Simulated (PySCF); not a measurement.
B(Me)(OMe)(NH2) (C2H8BNO), SMILES CB(N)OC.

The structure is a stationary point at PBE-D3(BJ)/def2-SVP. One conformer was computed; it need not be the lowest.

Two levels are set side by side: PBE/def2-TZVP (PySCF) and ωB97X/def2-TZVP (PySCF). Same geometry, gas phase. Differences are taken from unrounded values.

```
quantity                      ωB97X    PBE  PBE minus ωB97X
---------------------------  ------  -----  ---------------
orbital gap (eV)              12.82   6.16            -6.66
highest occupied level (eV)  -10.11  -6.17             3.95
lowest empty level (eV)        2.71   0.00            -2.71
dipole moment (D)              2.20   2.15            -0.05
mean polarisability (bohr³)    50.8   53.8              2.9
```

PBE's occupied levels lie high since its potential decays too fast outside the molecule; exact exchange lowers them and widens the gap. PBE's more diffuse valence density responds more strongly to a field. Differences between two approximate levels are no errors against the true value.

Rough cost on one machine, each run with all the roots and properties that it gave: ωB97X against PBE within a factor of 2.
